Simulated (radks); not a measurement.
Question: Species: Tb. Configuration: [Kr] 4d10 4f9 5s2 5p5 6s2 5f1 (not the ground configuration). All-electron calculation, Dirac Kohn-Sham, PBEsol, spin-unpolarised, spherical densities, point nucleus; open shells fill j = l - 1/2 first. Program: a radial shooting solver on a logarithmic mesh with Libxc functionals.

Spin-orbit splittings of the eigenvalues, e(l+1/2) - e(l-1/2), with zeta = 2 splitting/(2l+1) and mean radii in bohr:

| shell | occ. | splitting (eV) | zeta (eV) | <r> j=l-1/2 | <r> j=l+1/2 |
|---|---|---|---|---|---|
| 2p | 6 | ? | ? | 0.07591 | 0.08285 |
| 3p | 6 | 154.0 | 102.7 | 0.2287 | 0.2419 |
| 3d | 10 | 33.62 | 13.45 | 0.2141 | 0.2182 |
| 4p | 6 | 34.31 | 22.87 | 0.5531 | 0.5834 |
| 4d | 10 | 6.189 | 2.476 | 0.6184 | 0.6292 |
| 4f | 9 | 0.7958 | 0.2274 | 0.8706 | 0.8861 |
| 5p | 5 | 4.597 | 3.065 | 1.474 | 1.570 |
| 5f | 1 | 0.0001017 | 0.00002906 | 16.84 | 16.85 |

Estimate the 2p splitting.

Answer: 746.2 eV (zeta = 497.5 eV).
